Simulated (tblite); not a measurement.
Record of a relaxation.

Compound: C7H6F3 (doublet state).
Atom-mapped SMILES: `[F:1][C:2]([F:3])=[C:4]([F:5])[C:6]12[CH2:7][C:8]([CH2:9]1)[CH2:10]2` (hydrogens: H11, H12 on C7; H13, H14 on C9; H15, H16 on C10)
Bond orders are those of one Lewis drawing.

Computed with GFN2-xTB (tblite), gas phase: L-BFGS steps from a force-field or distance-geometry start until the largest atomic force falls under 0.01 eV/Å. 10 of its 39 geometries are shown.

Step 0: E = -871.1912 eV, largest atomic force 4.300 eV/Å
```
atom  x, y, z in Å  |  force x, y, z in eV/Å
F1      1.681   -1.313    1.423    1.487   1.467  -0.562
C2      2.143   -0.175    0.789    0.069  -0.178   0.169
F3      3.458    0.180    0.935   -1.701  -1.044   0.179
C4      1.278    0.550    0.050    4.130   0.467   1.104
F5      1.828    1.658   -0.528   -0.724  -0.371   0.016
C6     -0.055    0.193   -0.095   -1.962  -0.393  -0.888
C7     -0.761   -0.966    0.483   -1.441  -2.999   1.650
C8     -1.861   -0.318   -0.375    2.942   0.995   0.500
C9     -0.696   -0.205   -1.381   -1.481  -1.122  -3.117
C10    -1.266    0.980    0.191   -3.039   2.870   0.885
H11    -0.483   -1.920    0.025    0.212  -0.303   0.986
H12    -0.993   -0.973    1.557    0.437  -0.326  -0.258
H13    -0.465   -1.229   -1.730    0.393   0.794  -0.618
H14    -0.825    0.553   -2.156    0.273  -0.245  -0.137
H15    -1.491    1.152    1.262    0.100   0.329  -0.529
H16    -1.499    1.842   -0.462    0.305   0.059   0.620
```

Step 4: E = -872.3274 eV, largest atomic force 0.859 eV/Å
```
atom  x, y, z in Å  |  force x, y, z in eV/Å
F1      1.787   -1.267    1.423    0.128  -0.261   0.217
C2      2.153   -0.168    0.790    0.091  -0.055   0.076
F3      3.428    0.101    0.978    0.342  -0.020   0.122
C4      1.315    0.556    0.070   -0.241   0.214  -0.263
F5      1.795    1.662   -0.541   -0.306  -0.113   0.007
C6     -0.106    0.181   -0.126   -0.110  -0.084   0.073
C7     -0.805   -1.045    0.518    0.331   0.246  -0.034
C8     -1.790   -0.285   -0.357   -0.770  -0.304  -0.231
C9     -0.753   -0.231   -1.473    0.334   0.137   0.221
C10    -1.345    1.054    0.208    0.445  -0.098  -0.076
H11    -0.465   -1.994    0.108   -0.123  -0.040   0.491
H12    -0.970   -1.016    1.592    0.114  -0.183  -0.118
H13    -0.428   -1.210   -1.821   -0.024   0.314  -0.402
H14    -0.816    0.554   -2.215   -0.080  -0.148  -0.176
H15    -1.509    1.205    1.273   -0.102   0.273  -0.202
H16    -1.500    1.911   -0.439   -0.029   0.121   0.294
```

Step 8: E = -872.4163 eV, largest atomic force 0.192 eV/Å
```
atom  x, y, z in Å  |  force x, y, z in eV/Å
F1      1.822   -1.278    1.441   -0.004  -0.008   0.007
C2      2.164   -0.169    0.796    0.036  -0.018   0.018
F3      3.447    0.088    0.994    0.014   0.100  -0.046
C4      1.310    0.548    0.070    0.062  -0.124   0.081
F5      1.752    1.659   -0.549   -0.112  -0.047   0.006
C6     -0.112    0.174   -0.125    0.067  -0.041  -0.006
C7     -0.802   -1.040    0.519   -0.084  -0.053   0.019
C8     -1.811   -0.297   -0.370    0.183   0.058   0.013
C9     -0.747   -0.222   -1.475   -0.028  -0.005  -0.061
C10    -1.337    1.050    0.200   -0.060  -0.016  -0.007
H11    -0.473   -2.015    0.177   -0.007  -0.044  -0.012
H12    -0.953   -1.038    1.591   -0.041   0.143   0.070
H13    -0.421   -1.172   -1.885    0.024   0.004  -0.072
H14    -0.825    0.540   -2.241   -0.085   0.114   0.046
H15    -1.522    1.244    1.252   -0.020  -0.041   0.010
H16    -1.500    1.936   -0.404    0.056  -0.023  -0.067
```

Step 13: E = -872.4325 eV, largest atomic force 0.136 eV/Å
```
atom  x, y, z in Å  |  force x, y, z in eV/Å
F1      1.839   -1.285    1.451    0.133   0.022   0.014
C2      2.179   -0.176    0.804   -0.028   0.022  -0.022
F3      3.459    0.111    0.988   -0.044  -0.017   0.017
C4      1.312    0.524    0.080   -0.032   0.031  -0.032
F5      1.714    1.644   -0.547    0.069   0.015   0.002
C6     -0.107    0.156   -0.124   -0.027   0.000  -0.003
C7     -0.809   -1.046    0.525   -0.021   0.015  -0.023
C8     -1.800   -0.298   -0.376   -0.062  -0.031   0.000
C9     -0.742   -0.217   -1.485   -0.043  -0.007   0.039
C10    -1.330    1.046    0.196    0.006  -0.034  -0.014
H11    -0.483   -2.028    0.196   -0.046   0.016   0.053
H12    -0.963   -1.003    1.600   -0.029  -0.005  -0.065
H13    -0.414   -1.156   -1.923   -0.011   0.056  -0.003
H14    -0.850    0.568   -2.228    0.043   0.002   0.087
H15    -1.531    1.239    1.246    0.029  -0.032  -0.036
H16    -1.481    1.932   -0.414    0.061  -0.052  -0.013
```

Step 17: E = -872.4382 eV, largest atomic force 0.074 eV/Å
```
atom  x, y, z in Å  |  force x, y, z in eV/Å
F1      1.869   -1.286    1.458   -0.015  -0.013  -0.007
C2      2.180   -0.174    0.804    0.023  -0.002   0.011
F3      3.458    0.121    0.988    0.018   0.068  -0.024
C4      1.308    0.519    0.079    0.034  -0.007   0.008
F5      1.713    1.640   -0.546    0.028   0.003  -0.003
C6     -0.110    0.148   -0.125    0.012  -0.005   0.001
C7     -0.817   -1.048    0.525   -0.027  -0.015   0.008
C8     -1.807   -0.303   -0.379    0.010   0.011  -0.007
C9     -0.747   -0.216   -1.484    0.000   0.004  -0.014
C10    -1.328    1.039    0.192   -0.033  -0.004  -0.002
H11    -0.495   -2.035    0.211   -0.022  -0.026   0.008
H12    -0.974   -0.989    1.596   -0.034  -0.043   0.027
H13    -0.414   -1.143   -1.939   -0.023  -0.017  -0.003
H14    -0.852    0.584   -2.208    0.025   0.017  -0.017
H15    -1.529    1.231    1.240    0.008   0.021   0.008
H16    -1.462    1.921   -0.424   -0.002   0.010   0.005
```

Step 21: E = -872.4400 eV, largest atomic force 0.072 eV/Å
```
atom  x, y, z in Å  |  force x, y, z in eV/Å
F1      1.878   -1.287    1.458    0.038   0.026  -0.010
C2      2.186   -0.173    0.805   -0.001   0.019  -0.013
F3      3.461    0.139    0.983   -0.005  -0.001   0.010
C4      1.311    0.516    0.079   -0.040  -0.010  -0.003
F5      1.720    1.638   -0.545   -0.020  -0.033   0.011
C6     -0.109    0.144   -0.124   -0.009  -0.011   0.016
C7     -0.824   -1.052    0.527    0.016   0.002  -0.005
C8     -1.809   -0.303   -0.381   -0.001   0.009   0.004
C9     -0.748   -0.215   -1.485    0.024  -0.001   0.015
C10    -1.330    1.037    0.191    0.067   0.022   0.014
H11    -0.506   -2.042    0.218   -0.020   0.006  -0.020
H12    -0.987   -0.996    1.598   -0.021  -0.008  -0.026
H13    -0.420   -1.142   -1.945   -0.014  -0.005   0.004
H14    -0.846    0.592   -2.204    0.014  -0.023  -0.002
H15    -1.527    1.233    1.240   -0.011   0.003   0.000
H16    -1.457    1.920   -0.426   -0.016   0.005   0.006
```

Step 25: E = -872.4411 eV, largest atomic force 0.054 eV/Å
```
atom  x, y, z in Å  |  force x, y, z in eV/Å
F1      1.893   -1.285    1.457    0.015  -0.025   0.023
C2      2.190   -0.169    0.804    0.012  -0.014   0.014
F3      3.462    0.152    0.981    0.012   0.009   0.002
C4      1.309    0.512    0.080    0.029   0.004   0.004
F5      1.718    1.632   -0.545   -0.037   0.028  -0.028
C6     -0.109    0.139   -0.121    0.006   0.002  -0.006
C7     -0.829   -1.054    0.526   -0.022  -0.001  -0.007
C8     -1.809   -0.299   -0.382   -0.009   0.011  -0.003
C9     -0.746   -0.215   -1.484   -0.014  -0.007  -0.003
C10    -1.323    1.039    0.193   -0.038  -0.006  -0.001
H11    -0.517   -2.046    0.218   -0.004   0.003  -0.031
H12    -1.000   -1.001    1.596   -0.001   0.005   0.006
H13    -0.426   -1.143   -1.947    0.007  -0.014   0.018
H14    -0.839    0.593   -2.202    0.012  -0.005  -0.006
H15    -1.527    1.235    1.240    0.011   0.001   0.011
H16    -1.455    1.920   -0.425    0.023   0.010   0.008
```

Step 30: E = -872.4426 eV, largest atomic force 0.033 eV/Å
```
atom  x, y, z in Å  |  force x, y, z in eV/Å
F1      1.918   -1.285    1.462   -0.008   0.029  -0.013
C2      2.199   -0.166    0.806   -0.003   0.018  -0.009
F3      3.468    0.172    0.980   -0.002  -0.003  -0.005
C4      1.310    0.506    0.082   -0.021  -0.014   0.006
F5      1.703    1.630   -0.550   -0.003  -0.019   0.021
C6     -0.110    0.132   -0.117   -0.008  -0.004   0.002
C7     -0.841   -1.058    0.523   -0.007   0.001  -0.001
C8     -1.813   -0.292   -0.385    0.005   0.000  -0.006
C9     -0.745   -0.217   -1.482    0.000   0.004  -0.002
C10    -1.321    1.040    0.195    0.007  -0.003  -0.005
H11    -0.535   -2.049    0.205   -0.009   0.005   0.008
H12    -1.017   -1.008    1.592    0.016  -0.009  -0.001
H13    -0.433   -1.149   -1.942    0.006   0.004   0.015
H14    -0.824    0.591   -2.203   -0.004  -0.002  -0.008
H15    -1.524    1.237    1.243    0.006  -0.011  -0.010
H16    -1.444    1.924   -0.421    0.026   0.004   0.010
```

Step 34: E = -872.4429 eV, largest atomic force 0.018 eV/Å
```
atom  x, y, z in Å  |  force x, y, z in eV/Å
F1      1.923   -1.282    1.462   -0.008  -0.008   0.010
C2      2.200   -0.164    0.806   -0.007  -0.007   0.004
F3      3.469    0.177    0.979   -0.008   0.006  -0.011
C4      1.308    0.504    0.083    0.006   0.013  -0.004
F5      1.698    1.628   -0.549    0.000   0.018  -0.004
C6     -0.111    0.129   -0.116    0.005  -0.003  -0.002
C7     -0.845   -1.059    0.522    0.002  -0.004  -0.001
C8     -1.815   -0.290   -0.386   -0.003   0.006   0.003
C9     -0.745   -0.217   -1.483    0.001  -0.005   0.001
C10    -1.319    1.040    0.195    0.008   0.005   0.004
H11    -0.541   -2.050    0.204   -0.005  -0.012   0.001
H12    -1.018   -1.011    1.592    0.000  -0.001   0.000
H13    -0.433   -1.150   -1.938    0.004  -0.003  -0.007
H14    -0.821    0.590   -2.204   -0.002  -0.007   0.001
H15    -1.522    1.236    1.242   -0.004  -0.004   0.007
H16    -1.436    1.927   -0.419    0.011   0.006  -0.001
```

Step 38: E = -872.4430 eV, largest atomic force 0.009 eV/Å
```
atom  x, y, z in Å  |  force x, y, z in eV/Å
F1      1.923   -1.281    1.464   -0.001   0.006   0.000
C2      2.200   -0.163    0.806    0.000   0.003  -0.002
F3      3.468    0.180    0.976    0.001  -0.004   0.003
C4      1.307    0.505    0.083   -0.001   0.000  -0.004
F5      1.696    1.630   -0.549   -0.001   0.001   0.003
C6     -0.111    0.128   -0.116   -0.001   0.001   0.001
C7     -0.846   -1.060    0.521    0.006   0.001   0.003
C8     -1.815   -0.288   -0.387    0.004  -0.008  -0.001
C9     -0.745   -0.217   -1.483    0.002  -0.001  -0.002
C10    -1.317    1.041    0.195   -0.001  -0.004   0.001
H11    -0.545   -2.052    0.203   -0.005   0.002  -0.003
H12    -1.019   -1.013    1.591   -0.004   0.003   0.000
H13    -0.433   -1.151   -1.938   -0.004  -0.003  -0.004
H14    -0.820    0.589   -2.205    0.001   0.001  -0.001
H15    -1.521    1.234    1.243    0.003   0.003   0.001
H16    -1.430    1.929   -0.417    0.003  -0.002   0.005
```

Task: Summarise the path.

Result: The energy falls by 120.79 kJ/mol from step 0 to step 38; nine tenths of that is first reached at step 4. It falls at every step. The largest force goes from 4.300 to 0.009 eV/Å. Among the bonds C4–C6 changes most, from 1.388 to 1.480 Å; the atoms move by 0.130 Å rms after alignment.

Task: Follow the three bonds and two angles with the largest change from start to end.

Result: 
| step | E above end (kJ/mol) | largest force (eV/Å) | C4–C6 (Å) | C6–C10 (Å) | C6–C7 (Å) | C8–C9–H13 (°) | C8–C7–H11 (°) |
| --- | --- | --- | --- | --- | --- | --- | --- |
| 0 | 120.79 | 4.300 | 1.388 | 1.472 | 1.476 | 107.2 | 108.4 |
| 2 | 34.24 | 1.639 | 1.479 | 1.534 | 1.534 | 110.5 | 111.3 |
| 3 | 21.96 | 1.132 | 1.484 | 1.546 | 1.546 | 112.3 | 113.2 |
| 5 | 6.44 | 0.407 | 1.484 | 1.547 | 1.546 | 114.9 | 115.8 |
| 7 | 3.19 | 0.302 | 1.484 | 1.540 | 1.537 | 115.7 | 116.6 |
| 8 | 2.58 | 0.192 | 1.484 | 1.541 | 1.537 | 115.9 | 116.8 |
| 10 | 1.92 | 0.150 | 1.482 | 1.545 | 1.539 | 116.3 | 117.1 |
| 12 | 1.23 | 0.163 | 1.480 | 1.547 | 1.538 | 116.8 | 117.2 |
| 13 | 1.02 | 0.136 | 1.480 | 1.546 | 1.537 | 116.9 | 117.2 |
| 15 | 0.67 | 0.124 | 1.479 | 1.542 | 1.533 | 117.4 | 117.3 |
| 17 | 0.47 | 0.074 | 1.479 | 1.542 | 1.534 | 117.8 | 117.6 |
| 18 | 0.43 | 0.065 | 1.480 | 1.543 | 1.535 | 117.8 | 117.6 |
| 20 | 0.34 | 0.087 | 1.481 | 1.545 | 1.537 | 117.8 | 117.7 |
| 21 | 0.29 | 0.072 | 1.482 | 1.545 | 1.537 | 117.7 | 117.7 |
| 23 | 0.23 | 0.045 | 1.481 | 1.544 | 1.537 | 117.6 | 117.7 |
| 25 | 0.18 | 0.054 | 1.480 | 1.543 | 1.536 | 117.6 | 117.7 |
| 26 | 0.15 | 0.046 | 1.479 | 1.544 | 1.536 | 117.7 | 117.7 |
| 28 | 0.09 | 0.066 | 1.480 | 1.546 | 1.536 | 117.6 | 117.6 |
| 30 | 0.05 | 0.033 | 1.481 | 1.546 | 1.536 | 117.5 | 117.5 |
| 31 | 0.04 | 0.028 | 1.481 | 1.545 | 1.536 | 117.4 | 117.4 |
| 33 | 0.02 | 0.022 | 1.481 | 1.545 | 1.535 | 117.4 | 117.4 |
| 35 | 0.01 | 0.018 | 1.480 | 1.545 | 1.535 | 117.4 | 117.5 |
| 36 | 0.00 | 0.020 | 1.480 | 1.545 | 1.536 | 117.4 | 117.5 |
| 38 | 0.00 | 0.009 | 1.480 | 1.545 | 1.536 | 117.5 | 117.5 |

The cost below is that of the whole relaxation. The run took 0.2 s wall on Arm Neoverse V2, one thread, shared host with 96 logical CPUs at a one-minute load of 21.
